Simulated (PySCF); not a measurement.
sulfuric acid cation (H₂O₄S), SMILES O=S(=O)(O)O (connectivity only; charge and spin as stated), charge +1, multiplicity 2. Atoms are numbered in the order given.

```xyz
7

O      0.0000    -1.1486    -0.9673
S      0.0000     0.0000     0.0533
O      1.1438     0.0000     0.9854
O     -1.1438     0.0000     0.9854
O      0.0000     1.1486    -0.9673
H      0.0000    -2.0492    -0.5708
H      0.0000     2.0492    -0.5708
```
Charge +1, spin multiplicity 2.

Geometry: ωB97X-D3(BJ)/def2-SVP. The multiplicity is an assumed one; other spin states were not compared. Other conformers were not sampled.

Calculation: PBE/pcH-1 run with PySCF.

Unrestricted Kohn–Sham, ⟨S²⟩ = 0.754. Hyperfine tensors hold the contact and dipolar terms, without spin-orbit corrections.

Computed hyperfine couplings:
```tsv
nucleus	A(iso) (MHz)	A(iso) (G)	dipolar principal values (MHz)
17O no. 1	1.8	0.6	-14.3, 6.3, 7.9
33S no. 2	-21.8	-7.8	-1.1, 0.3, 0.7
17O no. 3	-9.9	-3.5	-160.2, 78.6, 81.6
17O no. 4	-9.9	-3.5	-160.2, 78.6, 81.6
17O no. 5	1.8	0.6	-14.3, 6.3, 7.9
1H no. 6	-2.6	-0.9	-2.2, -1.8, 4.0
1H no. 7	-2.6	-0.9	-2.2, -1.8, 4.0
```

Question: And the g tensor (effective nuclear charges for spin-orbit coupling, GIAO)? (The exact figures need the calculation; the answer reports its results.)

Answer: principal values 2.0044, 2.0071, 2.0144; isotropic 2.0086.
